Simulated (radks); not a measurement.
The numbers below are computed, except where a source is named.
Coherent X-ray form factor from a spherical all-electron density. Code: a radial shooting solver on a logarithmic mesh with Libxc functionals. Model: Dirac Kohn-Sham, LDA (Slater exchange, Perdew-Wang correlation), spin-unpolarised, spherical densities, finite nucleus; Fermi nuclear charge, rms radius of each element as measured or else 0.836 A^(1/3) + 0.57 fm.

sin(theta)/lambda (1/angstrom),f0 (electrons)
0.05,63.387
0.1,61.644
0.15,59.022
0.2,55.854
0.25,52.459
0.3,49.086
0.4,42.953
0.5,37.854
0.6,33.622
0.8,26.975
1,22.209
1.25,18.339
1.5,15.896
2,12.376

The species is in the configuration that NIST lists as its ground one. Which atom or ion scatters so?

Answer. The holmium ion Ho3+, [Kr] 4d10 4f10 5s2 5p(1/2: 2, 3/2: 4). Extrapolating in s^2 from the first two rows gives f0(0) = 64.0, near the electron count 64; among species with that count, the fall with angle is slower the higher Z, and the table is that of Z = 67; from so few rows the species is fixed only to a neighbour or two.
